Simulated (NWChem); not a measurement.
# H5NSi in NWChem

```xyz
7

Si     0.5772     0.0418     0.0000
N     -1.1512    -0.1467     0.0000
H      1.1112    -0.6215    -1.2248
H      1.1112    -0.6215     1.2248
H      1.0995     1.4498     0.0000
H     -1.6724     0.1174    -0.8318
H     -1.6724     0.1174     0.8318
```
Charge 0, spin multiplicity 1.

All runs are NWChem calculations. All single points use one geometry, from B3LYP/def2-SVP, a minimum by its harmonic frequencies.

Symmetry labels belong to the abelian group Cs used in the runs, with the axes of the coordinates shown.

The structure started from a generated list of species.

Problem. List the lowest 4 singlet excitations that TD-PBE/aug-cc-pVDZ gives, with oscillator strengths.

Solution. 
| state | symmetry | energy (eV) | wavelength (nm) | f |
|---|---|---|---|---|
| 1 | a' | 5.15 | 241 | 0.019 |
| 2 | a' | 5.95 | 208 | 0.026 |
| 3 | a" | 6.30 | 197 | 0.000 |
| 4 | a' | 6.57 | 189 | 0.010 |
